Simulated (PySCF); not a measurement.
**Partial charges of `CCP1(=NC)C=C1`**

Species: C₅H₁₀NP.
Structure used (GFN2-xTB), in Å, numbered top down from 1:
```xyz
17
C5H10NP angstrom
C     -2.1473   -0.8209   -0.6046
C     -1.5873    0.0026    0.5455
P      0.1819    0.3357    0.2641
N      0.9244   -1.0303    0.1223
C      2.3334   -1.2268   -0.1179
C      0.4589    1.9945   -0.4352
C      0.6781    1.9698    0.8921
H     -2.0723   -0.2676   -1.5389
H     -3.1918   -1.0693   -0.4259
H     -1.5761   -1.7398   -0.7038
H     -2.0951    0.9638    0.6481
H     -1.6642   -0.5474    1.4861
H      2.9720   -0.6484    0.5555
H      2.5335   -2.2869    0.0448
H      2.6148   -0.9798   -1.1458
H      0.5808    2.7084   -1.2300
H      1.0493    2.6542    1.6335
```

Density: PBE0/pcSseg-1 (PySCF); schemes: Mulliken, IAO, Hirshfeld and ESP-fitted. Geometry: GFN2-xTB, one conformer, isolated molecule.

Task: For which atoms does the sign change between the 4 schemes (beyond +0.03 e in one, beyond −0.03 e in another)?

Result: For none.

Task: Do the Mulliken, IAO, Hirshfeld and ESP-fitted schemes agree on where the charge is lowest?

Result: All schemes agree: Mulliken N4 (-0.680); IAO N4 (-0.783); Hirshfeld N4 (-0.298); ESP-fitted N4 (-0.470).

Task: Which atoms carry the highest charge in the Mulliken, IAO, Hirshfeld and ESP-fitted schemes?

Result: All schemes agree: Mulliken P3 (+0.822); IAO P3 (+1.285); Hirshfeld P3 (+0.361); ESP-fitted P3 (+0.494).

Task: What partial charge does each atom carry?

Result: In e:

```json
{"atom": "C1", "environment": "methyl carbon", "Mulliken": "-0.286", "IAO": "-0.417", "Hirshfeld": "-0.116", "ESP-fitted": "-0.072"}
{"atom": "C2", "environment": "sp3 carbon bound to phosphorus", "Mulliken": "-0.407", "IAO": "-0.466", "Hirshfeld": "-0.098", "ESP-fitted": "-0.331"}
{"atom": "P3", "environment": "phosphorus bonded to 3 C and N", "Mulliken": "+0.822", "IAO": "+1.285", "Hirshfeld": "+0.361", "ESP-fitted": "+0.494"}
{"atom": "N4", "environment": "nitrogen bonded to C and P", "Mulliken": "-0.680", "IAO": "-0.783", "Hirshfeld": "-0.298", "ESP-fitted": "-0.470"}
{"atom": "C5", "environment": "N-methyl carbon", "Mulliken": "-0.085", "IAO": "-0.295", "Hirshfeld": "-0.087", "ESP-fitted": "-0.172"}
{"atom": "C6", "environment": "alkene CH carbon", "Mulliken": "-0.283", "IAO": "-0.406", "Hirshfeld": "-0.096", "ESP-fitted": "-0.126"}
{"atom": "C7", "environment": "alkene CH carbon", "Mulliken": "-0.281", "IAO": "-0.403", "Hirshfeld": "-0.096", "ESP-fitted": "-0.300"}
{"atom": "H8", "environment": "methyl hydrogen", "Mulliken": "+0.116", "IAO": "+0.140", "Hirshfeld": "+0.039", "ESP-fitted": "+0.035"}
{"atom": "H9", "environment": "methyl hydrogen", "Mulliken": "+0.121", "IAO": "+0.143", "Hirshfeld": "+0.044", "ESP-fitted": "+0.060"}
{"atom": "H10", "environment": "methyl hydrogen", "Mulliken": "+0.146", "IAO": "+0.164", "Hirshfeld": "+0.040", "ESP-fitted": "+0.038"}
{"atom": "H11", "environment": "methylene hydrogen", "Mulliken": "+0.147", "IAO": "+0.154", "Hirshfeld": "+0.043", "ESP-fitted": "+0.123"}
{"atom": "H12", "environment": "methylene hydrogen", "Mulliken": "+0.164", "IAO": "+0.164", "Hirshfeld": "+0.052", "ESP-fitted": "+0.138"}
{"atom": "H13", "environment": "methyl hydrogen", "Mulliken": "+0.087", "IAO": "+0.117", "Hirshfeld": "+0.025", "ESP-fitted": "+0.087"}
{"atom": "H14", "environment": "methyl hydrogen", "Mulliken": "+0.115", "IAO": "+0.149", "Hirshfeld": "+0.038", "ESP-fitted": "+0.094"}
{"atom": "H15", "environment": "methyl hydrogen", "Mulliken": "+0.094", "IAO": "+0.124", "Hirshfeld": "+0.028", "ESP-fitted": "+0.083"}
{"atom": "H16", "environment": "vinylic hydrogen", "Mulliken": "+0.105", "IAO": "+0.165", "Hirshfeld": "+0.060", "ESP-fitted": "+0.134"}
{"atom": "H17", "environment": "vinylic hydrogen", "Mulliken": "+0.105", "IAO": "+0.165", "Hirshfeld": "+0.061", "ESP-fitted": "+0.186"}
```

Mean size of the charges over all atoms: IAO 0.326 e, Mulliken 0.238 e, ESP-fitted 0.173 e, Hirshfeld 0.093 e. Each set sums to the total charge, 0, to within 0.001 e. The Hirshfeld scheme weights the molecular density at each point by an atom's share of the summed free-atom densities.

Task: Sum the charges by element, for elements with more than one atom.

Result: 
```tsv
element	atoms	Mulliken	IAO	Hirshfeld	ESP-fitted
C	5	-1.343	-1.987	-0.492	-1.002
H	10	+1.200	+1.484	+0.430	+0.977
```

Task: How many electrons does the IAO scheme count on C2?

Result: Z − q = 6 − (-0.466) = 6.466.
